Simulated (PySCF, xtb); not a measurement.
2-tert-butyl-4-fluorothiophene (C₈H₁₁FS), SMILES CC(C)(C)c1cc(F)cs1.

Harmonic wavenumbers (cm⁻¹) from xtb with GFN2-xTB at its own minimum, in rising order: 24, 120, 165, 201, 244, 261, 283, 284, 294, 310, 378, 383, 444, 515, 547, 551, 584, 706, 726, 815, 851, 875, 960, 965, 966, 973, 1024, 1035, 1048, 1102, 1151, 1227, 1235, 1265, 1385, 1402, 1403, 1425, 1485, 1490, 1495, 1499, 1502, 1504, 1516, 1590, 3031, 3033, 3034, 3035, 3039, 3039, 3042, 3042, 3045, 3159, 3183.

Question: What does B3LYP-D3(BJ)/def2-SVP in PySCF give at its own minimum? (Estimate from the structure and the level; the computed values follow.)

Answer: 24, 133, 179, 241, 275, 286, 293, 316, 320, 327, 396, 409, 460, 547, 560, 584, 637, 712, 733, 825, 846, 867, 935, 945, 959, 991, 1030, 1042, 1058, 1165, 1186, 1228, 1244, 1279, 1384, 1385, 1413, 1441, 1452, 1457, 1462, 1476, 1478, 1491, 1532, 1632, 3027, 3029, 3036, 3110, 3113, 3119, 3119, 3122, 3122, 3237, 3267. Paired by order, the mean absolute difference is 27 cm⁻¹ and the zero-point energies are 105.6 and 107.1 kcal/mol.
